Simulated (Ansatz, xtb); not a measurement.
Reaction (SMILES): C1CCCSCC1 → SC1CCCCC1
Geometries: B3LYP-D3(BJ)/def2-TZVP minima from Ansatz (an electronic-structure program), one conformer each, not searched for the lowest. Frequencies are from Ansatz.

Quantity: isomerisation energy (enthalpy at 298 K, with B3LYP-D3(BJ) rigid-rotor harmonic-oscillator terms), in kcal/mol. Cores are frozen in the correlated levels unless marked. No spin-orbit coupling. No relativistic terms. CBS marks a two-point X^-3 extrapolation of the correlation energy; Hartree-Fock from the larger set. The bracket is a focal-point correction in the basis named.

From measured enthalpies of formation at 298 K: -7.3 kcal/mol (C1CCCSCC1 -15.7, CRC Handbook; SC1CCCCC1 -23.0, CRC Handbook). It holds spin-orbit effects, and any other conformers, which the calculations lack, and core correlation, which the frozen-core levels lack. This is an older compilation, not checked against later work.

```
level                                                                             program  isomerisation energy (kcal/mol)  error against measurement
-------------------------------------------------------------------------  --------------  -------------------------------  -------------------------
GFN1-xTB                                                                              xtb                            -11.4                       -4.1
GFN2-xTB                                                                              xtb                            -11.8                       -4.5
B3LYP-D3(BJ)/def2-TZVPD                                                    Ansatz + dftd3                             -6.9                        0.4
PBE0-D3(BJ)/def2-TZVPD                                                     Ansatz + dftd3                             -7.5                       -0.2
PBE0/def2-TZVPD                                                                    Ansatz                             -7.7                       -0.4
PBE0/def2-QZVPP                                                                    Ansatz                             -7.6                       -0.3
BHLYP-D3(BJ)/def2-TZVPD                                                    Ansatz + dftd3                             -7.8                       -0.5
r2SCAN0-D4/def2-TZVPD                                                      Ansatz + dftd4                             -7.9                       -0.6
r2SCAN0/def2-TZVPD                                                                 Ansatz                             -8.0                       -0.7
wB97X/def2-TZVPD                                                                   Ansatz                             -7.7                       -0.4
MP2/aug-cc-pV(D+d)Z                                                                Ansatz                             -9.8                       -2.5
RI-MP2/aug-cc-pV(T+d)Z                                                             Ansatz                             -8.3                       -1.0
RI-MP2/aug-cc-pV(Q+d)Z                                                             Ansatz                             -8.0                       -0.7
RI-MP2/cc-pV(Q+d)Z                                                                 Ansatz                             -8.1                       -0.8
SCS-MP2/cc-pV(D+d)Z                                                                Ansatz                            -10.3                       -3.0
SCS-MP2/cc-pVTZ                                                                    Ansatz                             -8.4                       -1.1
SCS-MP2/cc-pwCVTZ                                                                  Ansatz                             -8.4                       -1.1
CCSD/cc-pVTZ                                                                       Ansatz                             -8.8                       -1.5
CCSD(T)/STO-3G                                                                     Ansatz                             -4.0                        3.3
CCSD(T)/6-31G                                                                      Ansatz                             -6.6                        0.7
RI-MP2/CBS(aug-cc-pV(T+d)Z,aug-cc-pV(Q+d)Z)+[CCSD(T)-MP2]/aug-cc-pV(T+d)Z          Ansatz                             -7.8                       -0.5
```
